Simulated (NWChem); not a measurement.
# CH₅AlS; SMILES C[S][AlH2]

```xyz
8

Al     0.2024    -1.5365     0.0030
H     -0.8329    -2.7346     0.0102
H      1.7832    -1.6892    -0.0077
S     -0.6336     0.4718     0.0078
C      0.8403     1.5536    -0.0017
H      0.8180     2.1891     0.8939
H      0.8030     2.1932    -0.8938
H      1.7774     0.9797    -0.0109
```
Atoms are numbered in this order, from 1.

All runs use the structure optimised with PBE0/def2-SVP.

 Unshifted, non-relativistic core excitations; the lowest 4 roots alone, so stronger bands may lie above.

### Question
List the first S K-edge excitations from BHandHLYP/def2-TZVP, restricted-window TDA (NWChem).

### Answer
```tsv
state	energy (eV)	dipole oscillator strength	leading excitation (squared amplitude)
S1	2445.7	0.0047	1s of atom 4 or its equivalents → LUMO+2 (0.38)
S2	2445.8	0.0023	1s of atom 4 or its equivalents → LUMO (0.94)
S3	2447.0	0.0022	1s of atom 4 or its equivalents → LUMO+1 (0.43)
S4	2449.2	0.0006	1s of atom 4 or its equivalents → LUMO+4 (0.39)
```
